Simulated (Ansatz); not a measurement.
Consider the ligand exchange at a B–C bond: `BCO[SiH2][SiH3]` + `C/C=C(\O)F` → `BO/C(F)=C/C` + `CO[SiH2][SiH3]`.

Gas-phase electronic energies from Ansatz, PBE0-D4/def2-TZVP geometries. CCSD(T)/CBS adds triple-zeta CCSD(T) − MP2 to the extrapolated MP2 energy (def2 sets, frozen cores). Double bonds are as drawn, so ΔE can hold a change between cis and trans. DFT in def2-TZVPP. B3LYP here is the variant with VWN-RPA as its local correlation; programs differ in this. One conformer a species, not always the lowest.

`BCO[SiH2][SiH3]`:

```xyz
14

B     0.071   -2.832   -0.267
C    -0.300   -1.332   -0.360
O     0.776   -0.460   -0.650
Si    0.571    1.169   -0.800
Si   -0.140    2.173    1.202
H     1.188   -3.220   -0.425
H    -0.812   -3.604   -0.027
H    -0.795   -1.055    0.589
H    -1.105   -1.232   -1.112
H    -0.438    1.466   -1.862
H     1.888    1.712   -1.215
H    -1.454    1.626    1.643
H     0.846    1.951    2.295
H    -0.296    3.638    0.989
```

`C/C=C(\O)F`:

```xyz
10

C    -0.068    0.240   -1.376
C     0.225   -0.629   -0.202
C     0.104   -0.234    1.054
O    -0.243    0.989    1.474
F     0.356   -1.057    2.082
H    -0.806   -0.225   -2.036
H    -0.457    1.209   -1.064
H     0.831    0.417   -1.976
H     0.571   -1.643   -0.353
H    -0.513    0.934    2.396
```

`BO/C(F)=C/C`:

Cartesian coordinates in Å:
```
B 0.891 1.530 2.075
O 0.818 1.132 0.779
C 0.062 0.141 0.276
F -0.680 -0.486 1.185
C 0.052 -0.186 -1.005
C -0.772 -1.276 -1.594
H 0.250 0.998 2.928
H 1.639 2.438 2.275
H 0.700 0.401 -1.644
H -0.140 -2.027 -2.078
H -1.374 -1.779 -0.837
H -1.447 -0.885 -2.361
```

`CO[SiH2][SiH3]`:

Cartesian coordinates in Å:
```
C 1.227 1.512 1.208
O 0.473 0.374 0.857
Si -0.118 0.146 -0.664
Si -1.272 -1.887 -0.652
H 1.500 1.430 2.261
H 0.650 2.433 1.067
H 2.146 1.581 0.614
H -1.017 1.276 -1.050
H 0.996 0.129 -1.660
H -1.829 -2.140 -2.009
H -2.395 -1.847 0.323
H -0.361 -3.006 -0.295
```

| level | ΔE (kJ/mol) | difference from CCSD(T)/CBS |
| --- | --- | --- |
| PBE-D4 | -126.3 | 5.9 |
| PBE0-D4 | -126.5 | 5.7 |
| B3LYP-D4 | -134.8 | -2.6 |
| ωB97X-V | -128.8 | 3.4 |
| ωB97M-V | -128.8 | 3.4 |
| B2PLYP | -137.1 | -4.9 |
| PBE | -127.6 | 4.6 |
| B3LYP | -136.8 | -4.6 |
| HF/def2-TZVPP | -140.3 | -8.1 |
| SCS-MP2/def2-TZVPP | -136.8 | -4.6 |
| CCSD/def2-TZVPP | -134.1 | -1.9 |
| CCSD(T)/def2-TZVPP | -134.4 | -2.2 |
| HF/def2-QZVPP | -140.8 | -8.6 |
| MP2/def2-QZVPP | -133.7 | -1.5 |
| HF/CBS(def2) | -140.8 | -8.6 |
| MP2/CBS(def2) | -132.6 | -0.4 |
| CCSD(T)/CBS | -132.2 | 0 |

Largest T1 diagnostic among the species: 0.013.

In def2-TZVPP, CCSD(T) changes the Hartree–Fock value by +5.9 kJ/mol (the triples alone add −0.3 kJ/mol) and MP2 by +5.5 kJ/mol.

CCSD(T)/CBS has its own doubt, a few kJ/mol and more with outer-core shells, so smaller differences from it don't rank the levels.
